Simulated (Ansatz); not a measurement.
`N#C[Si](F)(F)Cl`, charge 0, multiplicity 1.

Q: Give a relaxed structure at PBE0-D4/def2-TZVP (the Gaussian-basis code of Ansatz). (An estimate is asked.)

A: The calculation gave: 
```xyz
6

N    -0.1723   -1.8342   -1.6228
C    -0.1256   -0.9841   -0.8490
Si   -0.0241    0.3732    0.3690
F    -0.1432   -0.2470    1.8030
F    -1.2383    1.3348    0.1315
Cl    1.7035    1.3572    0.1683
```
Point group Cs.
